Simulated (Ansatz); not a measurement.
SnHMe2(SiH3) (C2H10SiSn). The state is a singlet with charge 0. Geometry PBE-D4/def2-SVP.

```xyz
14

Sn    0.554   -0.154   -0.247
H     1.909   -0.762   -1.152
C     0.585    2.022   -0.323
H     1.540    2.395    0.095
H    -0.254    2.430    0.274
H     0.488    2.372   -1.369
C     0.762   -0.790    1.826
H     0.767   -1.895    1.889
H    -0.081   -0.397    2.426
H     1.712   -0.400    2.240
Si   -1.649   -1.065   -1.260
H    -1.763   -0.718   -2.722
H    -2.840   -0.473   -0.550
H    -1.731   -2.565   -1.128
```

In the def2 sets Sn takes a core potential; there is no spin–orbit coupling.

(1) Estimate the orbital energies around the gap (eV) in Ansatz with PBE-D4/def2-SVP, PBE-D4/def2-TZVPD, BLYP-D4/def2-TZVP, BLYP-D4/def2-TZVPD, PBE0-D4/def2-TZVP.

## Answers

(1) 
| orbital | PBE-D4/def2-SVP | PBE-D4/def2-TZVPD | BLYP-D4/def2-TZVP | BLYP-D4/def2-TZVPD | PBE0-D4/def2-TZVP |
| --- | --- | --- | --- | --- | --- |
| HOMO−13 | -25.02 | -24.98 | -24.88 | -24.89 | -27.78 |
| HOMO−12 | -16.73 | -16.96 | -16.78 | -16.78 | -19.27 |
| HOMO−11 | -16.32 | -16.56 | -16.38 | -16.39 | -18.86 |
| HOMO−10 | -13.15 | -13.22 | -13.07 | -13.07 | -15.03 |
| HOMO−9 | -11.26 | -11.32 | -11.19 | -11.20 | -12.83 |
| HOMO−8 | -9.74 | -9.84 | -9.73 | -9.74 | -11.35 |
| HOMO−7 | -9.69 | -9.79 | -9.69 | -9.70 | -11.31 |
| HOMO−6 | -9.50 | -9.61 | -9.51 | -9.52 | -11.11 |
| HOMO−5 | -9.48 | -9.59 | -9.49 | -9.50 | -11.09 |
| HOMO−4 | -8.31 | -8.38 | -8.28 | -8.29 | -9.71 |
| HOMO−3 | -8.30 | -8.38 | -8.27 | -8.28 | -9.71 |
| HOMO−2 | -7.09 | -7.18 | -7.05 | -7.06 | -8.36 |
| HOMO−1 | -6.79 | -6.85 | -6.69 | -6.70 | -7.99 |
| HOMO | -6.41 | -6.47 | -6.31 | -6.32 | -7.49 |
| LUMO | -0.38 | -0.81 | -0.57 | -0.77 | 0.06 |
| LUMO+1 | -0.27 | -0.78 | -0.57 | -0.68 | 0.17 |
| LUMO+2 | -0.19 | -0.69 | -0.45 | -0.63 | 0.29 |
| LUMO+3 | 0.69 | -0.30 | 0.33 | -0.23 | 1.05 |
| LUMO+4 | 1.10 | 0.02 | 0.38 | 0.09 | 1.12 |
| LUMO+5 | 1.27 | 0.28 | 0.67 | 0.37 | 1.33 |
